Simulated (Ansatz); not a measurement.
Cost and result for the atomization energy of H$_{4}$O$_{3}$SiTe (`O[Si](O)(O)[TeH]`) (9 atoms, 8 bonds).

```json
{"atom": "O1", "x (Å)": "-0.501", "y (Å)": "-1.544", "z (Å)": "0.389"}
{"atom": "Si2", "x (Å)": "0.139", "y (Å)": "-0.067", "z (Å)": "0.124"}
{"atom": "O3", "x (Å)": "1.047", "y (Å)": "0.302", "z (Å)": "1.434"}
{"atom": "O4", "x (Å)": "0.970", "y (Å)": "-0.176", "z (Å)": "-1.272"}
{"atom": "Te5", "x (Å)": "-1.514", "y (Å)": "1.780", "z (Å)": "-0.104"}
{"atom": "H6", "x (Å)": "-1.024", "y (Å)": "-1.668", "z (Å)": "1.182"}
{"atom": "H7", "x (Å)": "1.529", "y (Å)": "1.131", "z (Å)": "1.414"}
{"atom": "H8", "x (Å)": "1.258", "y (Å)": "-1.057", "z (Å)": "-1.525"}
{"atom": "H9", "x (Å)": "-1.904", "y (Å)": "1.301", "z (Å)": "-1.640"}
```

The species carries charge 0 and has multiplicity 1. Correlated methods include outer-core shells of Te, which these sets cover unevenly. Te takes the def2 core potential. The structure was optimised at the PBE0-D4/def2-TZVP level. It is one conformer, not always the lowest. Program: Ansatz. Hardware: A = 2 threads of an AMD EPYC 7R13 on a shared host; B = 2 threads of an AMD EPYC 7R13 on a shared host and a share of an NVIDIA H100 80 GB. Times are those of one run each, without the atoms' runs, and a repeat can differ threefold. Electronic energies, without spin–orbit coupling; frozen cores. CCSD(T)/CBS adds CCSD(T) − MP2 in def2-TZVPP to the MP2 limit, and its time is that of the two runs behind it. T1 = 0.012. With those shells the extrapolation isn't a true limit. B3LYP takes the VWN-RPA correlation (the form of Gaussian; ORCA's B3LYP/G).

CCSD(T)/CBS is a level of theory with its own doubt, some kJ/mol a heavy atom from the limit and from the frozen cores, so smaller differences don't rank the functionals.

```json
{"level": "PBE-D4/def2-TZVPP (with forces) [A]", "functions": "241", "wall time": "3.4 s"}
{"level": "PBE0-D4/def2-TZVPP [A]", "functions": "241", "wall time": "4.5 s"}
{"level": "r2SCAN-D4/def2-TZVPP (with forces) [A]", "functions": "241", "wall time": "6 s"}
{"level": "B3LYP-D4/def2-TZVPP (with forces) [A]", "functions": "241", "wall time": "6.5 s"}
{"level": "MP2/def2-QZVPP [B]", "functions": "443", "wall time": "7.5 s"}
{"level": "B2PLYP/def2-TZVPP [A]", "functions": "241", "wall time": "8 s"}
{"level": "CCSD(T)/def2-TZVPP [B]", "functions": "241", "wall time": "9.5 s"}
{"level": "ωB97X-V/def2-TZVPP [A]", "functions": "241", "wall time": "11 s"}
{"level": "ωB97M-V/def2-TZVPP (with forces) [A]", "functions": "241", "wall time": "15 s"}
{"level": "CCSD(T)/CBS(def2)", "functions": "–", "wall time": "17 s"}
```

Q: What atomization energy does each give, and how far from CCSD(T)/CBS? (Estimate.)

A: Ansatz gave: 
```csv
level,atomization (kJ/mol),difference from CCSD(T)/CBS,per bond
PBE-D4/def2-TZVPP (with forces) [A],3370.6,6.9,0.9
PBE0-D4/def2-TZVPP [A],3278.6,-85.1,-10.6
r2SCAN-D4/def2-TZVPP (with forces) [A],3326.2,-37.5,-4.7
B3LYP-D4/def2-TZVPP (with forces) [A],3298.2,-65.5,-8.2
MP2/def2-QZVPP [B],3413.3,49.6,6.2
B2PLYP/def2-TZVPP [A],3273.9,-89.8,-11.2
CCSD(T)/def2-TZVPP [B],3233.4,-130.3,-16.3
ωB97X-V/def2-TZVPP [A],3329.0,-34.7,-4.3
ωB97M-V/def2-TZVPP (with forces) [A],3325.4,-38.3,-4.8
CCSD(T)/CBS(def2),3363.7,0.0,0.0
```

From PBE to PBE0 (25 % exact exchange), in def2-TZVPP and without D4, the atomization energy moves by −88.5 kJ/mol: exact exchange takes away binding that semilocal exchange gives to molecules. In def2-TZVPP, CCSD(T) changes the Hartree–Fock value by +977.6 kJ/mol (the triples alone add +62.5 kJ/mol) and MP2 by +1079.4 kJ/mol; breaking electron pairs costs correlation energy, which Hartree–Fock lacks. The D4 term adds +39.3 kJ/mol with B3LYP and +20.5 kJ/mol with PBE0; it sums over pairs of atoms, weighted by their polarisabilities, and B3LYP, whose exchange is more repulsive, gets the larger term.

Spin–orbit coupling would lower the free Te atoms strongly, and the atomization energy with them, by more than many differences here.
